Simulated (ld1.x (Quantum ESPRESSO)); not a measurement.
**lead: TM pseudisation with LDA (PZ), scalar-relativistic reference atom.**

lead, norm-conserving Troullier–Martins (Kleinman–Bylander form), made with ld1.x (Quantum ESPRESSO) 7.5 (LDA (PZ), scalar-relativistic). Core [Xe] 4f14 5d10, reference 6s1.75 6p2.25. Waves: 6p (bound): rc 2.45 bohr; 6d channel at 0.5 Ry: rc 1.95 bohr; 6s (bound): rc 1.85 bohr. Local part: the s channel. Core correction: none.

Results:

```json
{
 "Cutoffs needed": "21 Ry and 45 Ry (the cutoffs (Ry, on a coarse ladder) from which the occupation-weighted sum of valence levels, in a spherical-Bessel basis at the reference potential, stays within 10 and 1 mRy of its value at 400 Ry)",
 "Ghost test": "ghost state, extra bound levels that the all-electron valence spectrum of the same l lacks: d at -26.6 eV; a true bound ghost makes a file unfit for plane-wave use (spherical-Bessel basis up to 400 Ry, 20 bohr box)",
 "Largest excitation error": "+279 meV (all-electron minus pseudo) for 6s1 6p0, out of 7 test configurations"
}
```

Generation and tests took about 2.8 s on one core of a shared server CPU.
